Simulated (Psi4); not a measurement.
Level of theory: SAPT0/jun-cc-pVDZ, frozen core run with Psi4.

Psi4 input:

```
molecule {
0 1
C 0.00000193 0.00000051 0.00000095
H -0.61302634 -0.81874749 -0.37428086
H -0.43095958 0.94946943 -0.31467238
H 0.03456465 -0.04023273 1.08785315
H 1.00941933 -0.09048973 -0.39890087
--
1 1
N 1.77183220 2.35688885 1.08160198
H 2.55470067 1.97559200 1.62239260
H 1.20519530 2.96410718 1.68237859
H 2.13468654 2.90018180 0.29173350
H 1.19274903 1.58766976 0.72990867
units angstrom
symmetry c1
no_reorient
no_com
}
set basis jun-cc-pvdz
set scf_type df
set freeze_core true
energy('sapt0')
```

Part of the output:

```
    SAPT Results
  --------------------------------------------------------------------------------------------------------
    Electrostatics                 -3.38724833 [mEh]      -2.12553042 [kcal/mol]      -8.89321927 [kJ/mol]
      Elst10,r                     -3.38724833 [mEh]      -2.12553042 [kcal/mol]      -8.89321927 [kJ/mol]

    Exchange                        9.78068514 [mEh]       6.13747258 [kcal/mol]      25.67918529 [kJ/mol]
      Exch10                        9.78068514 [mEh]       6.13747258 [kcal/mol]      25.67918529 [kJ/mol]
      Exch10(S^2)                   9.71444118 [mEh]       6.09590388 [kcal/mol]      25.50526181 [kJ/mol]

    Induction                      -8.13605804 [mEh]      -5.10545350 [kcal/mol]     -21.36121744 [kJ/mol]
      Ind20,r                      -9.08059952 [mEh]      -5.69816223 [kcal/mol]     -23.84111077 [kJ/mol]
      Exch-Ind20,r                  2.69757231 [mEh]       1.69275218 [kcal/mol]       7.08247513 [kJ/mol]
      delta HF,r (2)               -1.75303083 [mEh]      -1.10004345 [kcal/mol]      -4.60258180 [kJ/mol]

    Dispersion                     -2.78895502 [mEh]      -1.75009570 [kcal/mol]      -7.32240040 [kJ/mol]
      Disp20                       -3.10800060 [mEh]      -1.95029982 [kcal/mol]      -8.16005446 [kJ/mol]
      Exch-Disp20                   0.31904558 [mEh]       0.20020412 [kcal/mol]       0.83765406 [kJ/mol]
      Disp20 (SS)                  -1.55400030 [mEh]      -0.97514991 [kcal/mol]      -4.08002723 [kJ/mol]
      Disp20 (OS)                  -1.55400030 [mEh]      -0.97514991 [kcal/mol]      -4.08002723 [kJ/mol]
      Exch-Disp20 (SS)              0.18349143 [mEh]       0.11514261 [kcal/mol]       0.48175668 [kJ/mol]
      Exch-Disp20 (OS)              0.13555415 [mEh]       0.08506151 [kcal/mol]       0.35589737 [kJ/mol]

  Total HF                         -1.74262123 [mEh]      -1.09351133 [kcal/mol]      -4.57525142 [kJ/mol]
  Total SAPT0                      -4.53157625 [mEh]      -2.84360703 [kcal/mol]     -11.89765181 [kJ/mol]
```
